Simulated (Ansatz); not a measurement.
System: tribromo(chloro)germane, sum formula GeBr3Cl, net charge 0, singlet state. 
Coordinates optimised at B3LYP-D3(BJ)/def2-TZVP (Ansatz, an electronic-structure program):
SMILES: [Cl][Ge]([Br])([Br])[Br]
```xyz
5

Cl    -0.0238     0.0989     2.4149
Ge    -0.0027     0.0112     0.2731
Br     2.0502    -0.7499    -0.4242
Br    -1.6519    -1.4245    -0.4330
Br    -0.3843     2.1161    -0.5655
```
Charge 0, spin multiplicity 1.

Parts of the frozen-core correlation energy in def2-QZVPP (Ansatz, hartree). Frozen orbitals: 61; correlated occupied orbitals by spin: 16 and 16; virtual: 349 and 349. Spin-orbit coupling is left out. No relativistic terms.

| term | value |
|---|---|
| reference (HF) | -10252.51777 |
| MP2 opposite-spin | -0.64660 |
| MP2 same-spin | [?] |
| CCSD correlation | [?] |
| (T) | [?] |
| T1 diagnostic | 0.009 |
| largest doubles amplitude | 0.025 |

**Question.** What belongs in the gaps?

**Answer.** 
- MP2 same-spin, value: -0.20776
- CCSD correlation, value: -0.90318
- (T), value: -0.04423
